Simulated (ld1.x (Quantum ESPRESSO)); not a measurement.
## Au, ultrasoft: configuration errors across variants

```json
{
  "Element": "gold (Au)",
  "Generator": "ld1.x (Quantum ESPRESSO) 7.5",
  "Type": "ultrasoft",
  "Functional": "LDA (PZ)",
  "Relativity": "scalar-relativistic",
  "Frozen core": "[Kr] 4d10 4f14",
  "Valence charge": "19",
  "Reference configuration": "5s2 5p6 5d9 6s2 6p0",
  "Partial waves": "5s (bound): rcut 1.40, rcutus 1.80 bohr; 6s (bound): rcut 1.40, rcutus 1.80 bohr; 5p (bound): rcut 1.40, rcutus 1.65 bohr; 6p (bound, empty): rcut 1.40, rcutus 1.65 bohr; 5d (bound): rcut 1.75, rcutus 2.15 bohr; 5d channel at 2.6 Ry: rcut 1.75, rcutus 2.15 bohr",
  "Local potential": "all-electron potential smoothed inside 1.40 bohr (lloc = -2)",
  "Core correction": "none",
  "Augmentation charge": "built from norm-conserving waves at rcut, not smoothed further"
}
```

All-electron excitation energies from the reference (eV): (1) 5s2 5p6 5d10 6s1 6p0 -1.601; (2) 5s2 5p6 5d10 6s0 6p0 8.173; (3) 5s2 5p6 5d9 6s0 6p0 29.674; (4) 5s2 5p6 5d10 6s0.5 6p0 2.346; (5) 5s2 5p6 5d8 6s0 6p0 63.841; (6) 5s2 5p5 5d10 6s1 6p0 64.799; (7) 5s1 5p6 5d10 6s1 6p0 114.074; (8) 5s2 5p6 5d9 6s2 6p0 spin -0.131; (9) 5s2 5p6 5d10 6s1 6p0 spin -1.735.

Spin tests fill each open shell by Hund’s rule, majority spin first.

The overlap operator is not positive definite (basis up to 400 Ry) in “base”, “waves 5d (bound): rcut 1.28, rcutus 1.36 bohr; 5d channel at 2.6 Ry: rcut 1.28, rcutus 1.36 bohr”, “waves 5d (bound): rcut 1.64, rcutus 1.74 bohr; 5d channel at 2.6 Ry: rcut 1.64, rcutus 1.74 bohr”, “waves 5d (bound): rcut 1.75, rcutus 1.94 bohr; 5d channel at 2.6 Ry: rcut 1.75, rcutus 1.94 bohr”, “waves 5d (bound): rcut 1.75, rcutus 2.14 bohr; 5d channel at 2.6 Ry: rcut 1.75, rcutus 2.14 bohr”, “waves 5d (bound): rcut 1.75, rcutus 2.44 bohr; 5d channel at 2.6 Ry: rcut 1.75, rcutus 2.44 bohr”, “waves 5d (bound): rcut 1.75, rcutus 2.66 bohr; 5d channel at 2.6 Ry: rcut 1.75, rcutus 2.66 bohr”, “waves 5d (bound): rcut 1.75, rcutus 2.90 bohr; 5d channel at 2.6 Ry: rcut 1.75, rcutus 2.90 bohr”. Such files are unfit for use, however small their errors in these radial tests.

The file “base” misses its own reference levels by 3.3 eV. The file “waves 5d (bound): rcut 1.28, rcutus 1.36 bohr; 5d channel at 2.6 Ry: rcut 1.28, rcutus 1.36 bohr” misses its own reference levels by 3.0 eV. The file “waves 5d (bound): rcut 1.64, rcutus 1.74 bohr; 5d channel at 2.6 Ry: rcut 1.64, rcutus 1.74 bohr” misses its own reference levels by 3.0 eV. The file “waves 5d (bound): rcut 1.75, rcutus 1.94 bohr; 5d channel at 2.6 Ry: rcut 1.75, rcutus 1.94 bohr” misses its own reference levels by 3.3 eV. The file “waves 5d (bound): rcut 1.75, rcutus 2.14 bohr; 5d channel at 2.6 Ry: rcut 1.75, rcutus 2.14 bohr” misses its own reference levels by 3.3 eV. The file “waves 5d (bound): rcut 1.75, rcutus 2.44 bohr; 5d channel at 2.6 Ry: rcut 1.75, rcutus 2.44 bohr” misses its own reference levels by 3.4 eV. The file “waves 5d (bound): rcut 1.75, rcutus 2.66 bohr; 5d channel at 2.6 Ry: rcut 1.75, rcutus 2.66 bohr” misses its own reference levels by 3.4 eV. The file “waves 5d (bound): rcut 1.75, rcutus 2.90 bohr; 5d channel at 2.6 Ry: rcut 1.75, rcutus 2.90 bohr” misses its own reference levels by 3.4 eV.

Errors AE − PS in meV (a dash: test not solved or not reliable):

| change | (1) | (2) | (3) | (4) | (5) | (6) | (7) | (8) | (9) | bound ghosts |
| --- | --- | --- | --- | --- | --- | --- | --- | --- | --- | --- |
| base | +3648 | +6381 | +6414 | +4831 | +5849 | +1804 | +1171 | +17 | +3654 | not determined (overlap not positive) |
| waves 5d (bound): rcut 1.28, rcutus 1.36 bohr; 5d channel at 2.6 Ry: rcut 1.28, rcutus 1.36 bohr | +3693 | +6433 | +6434 | +4880 | +6408 | +2086 | +1693 | +18 | +3701 | not determined (overlap not positive) |
| waves 5d (bound): rcut 1.64, rcutus 1.74 bohr; 5d channel at 2.6 Ry: rcut 1.64, rcutus 1.74 bohr | +3702 | +6435 | +6443 | +4886 | +6763 | – | – | – | – | not determined (overlap not positive) |
| waves 5d (bound): rcut 1.75, rcutus 1.94 bohr; 5d channel at 2.6 Ry: rcut 1.75, rcutus 1.94 bohr | +3662 | +6392 | +6430 | +4843 | +6036 | +1863 | +1257 | +17 | +3668 | not determined (overlap not positive) |
| waves 5d (bound): rcut 1.75, rcutus 2.14 bohr; 5d channel at 2.6 Ry: rcut 1.75, rcutus 2.14 bohr | +3648 | +6381 | +6414 | +4831 | +5849 | +1804 | +1171 | +17 | +3654 | not determined (overlap not positive) |
| waves 5d (bound): rcut 1.75, rcutus 2.44 bohr; 5d channel at 2.6 Ry: rcut 1.75, rcutus 2.44 bohr | +3650 | +6383 | +6417 | +4833 | +5856 | +1791 | +1143 | +17 | +3656 | not determined (overlap not positive) |
| waves 5d (bound): rcut 1.75, rcutus 2.66 bohr; 5d channel at 2.6 Ry: rcut 1.75, rcutus 2.66 bohr | +3646 | +6383 | +6407 | +4830 | +5765 | +1764 | +1107 | +17 | +3652 | not determined (overlap not positive) |
| waves 5d (bound): rcut 1.75, rcutus 2.90 bohr; 5d channel at 2.6 Ry: rcut 1.75, rcutus 2.90 bohr | +3645 | +6385 | +6398 | +4830 | +5716 | +1752 | +1092 | +17 | +3651 | not determined (overlap not positive) |

Q: Give the same row for: waves 5d (bound): rcut 1.75, rcutus 3.16 bohr; 5d channel at 2.6 Ry: rcut 1.75, rcutus 3.16 bohr.

A: +3645, +6388, +6383, +4832, +5661, +1739, +1079, +16, +3650; bound ghosts: not determined (overlap not positive). Its overlap operator is not positive definite in a basis up to 400 Ry (lowest eigenvalue p -0.11), so the file is unfit for use: the generalised eigenproblem breaks down once the basis is large enough, and its test numbers describe a broken file.
